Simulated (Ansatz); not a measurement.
`CC(C)[SiH]` + CH₃SH → `CS[SiH]` + `CCC`  (ligand exchange at the Si–C bond)

Gas-phase electronic energies from Ansatz, PBE0-D4/def2-TZVP geometries. CCSD(T)/CBS is the MP2 limit (def2-TZVPP, def2-QZVPP) plus CCSD(T) − MP2 in def2-TZVPP, frozen cores. This one scheme is used for every species. Functionals use def2-TZVPP. HSE06 is defined as in plane-wave codes.

(1) Is it downhill or uphill in electronic energy at CCSD(T)/CBS, and by how much? (Best estimate.)

(2) What do these levels give: BLYP-D4, r2SCAN-D4, ωB97M-V, B2PLYP, PBE-QIDH, revPBE, r2SCAN0, HSE06, MP2/def2-TZVPP, HF/def2-QZVPP, HF/CBS(def2), MP2/CBS(def2)? (Estimate.)

Largest T1 diagnostic among the species: 0.016.

## Answers

(1) Ansatz gave: Downhill: ΔE = -35.7 kcal/mol.

(2) Computed: BLYP-D4 -37.2, r2SCAN-D4 -36.1, ωB97M-V -34.3, B2PLYP -37.1, PBE-QIDH -34.9, revPBE -36.8, r2SCAN0 -35.8, HSE06 -35.5, MP2/def2-TZVPP -34.8, HF/def2-QZVPP -39.5, HF/CBS(def2) -39.5, MP2/CBS(def2) -35.5 kcal/mol.

In def2-TZVPP, CCSD(T) changes the Hartree–Fock value by +4.6 kcal/mol (the triples alone add +0.2 kcal/mol) and MP2 by +4.8 kcal/mol. The D4 term adds +1.1 kcal/mol with B3LYP and +0.6 kcal/mol with PBE0; it sums over pairs of atoms, weighted by their polarisabilities, and B3LYP, whose exchange is more repulsive, gets the larger term. Leaving LDA and LC-ωPBE aside and taking each functional with its dispersion term where it has one, the values, not all of them listed here, spread over 3.0 kcal/mol, from BHLYP-D4 to ωB97M-V. LDA lies +3.3 kcal/mol from PBE without D4.

B3LYP here is the variant with VWN-RPA as its local correlation; programs differ in this.
